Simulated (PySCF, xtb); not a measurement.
C₂H₇BO₃, SMILES OB(CCO)O. One conformer was computed; it need not be the lowest.

Harmonic wavenumbers (cm⁻¹) from GFN2-xTB (xtb 6.7.1) at its own minimum, in rising order: 19, 92, 141, 319, 348, 373, 438, 479, 548, 639, 771, 784, 945, 952, 963, 1029, 1085, 1101, 1209, 1255, 1274, 1312, 1324, 1353, 1479, 1484, 2904, 2934, 2972, 2999, 3543, 3604, 3659.

What does PySCF with PBE0-D3(BJ)/def2-SVP give at its own minimum? (An estimate is asked for; the answer gives what the named calculation found.)

19, 109, 149, 301, 358, 390, 477, 515, 532, 636, 764, 814, 967, 995, 1030, 1057, 1122, 1139, 1214, 1296, 1370, 1407, 1426, 1435, 1471, 1491, 3020, 3028, 3086, 3116, 3879, 3889, 3934. Paired by order, the mean absolute difference is 67 cm⁻¹ and the zero-point energies are 63.4 and 66.4 kcal/mol.
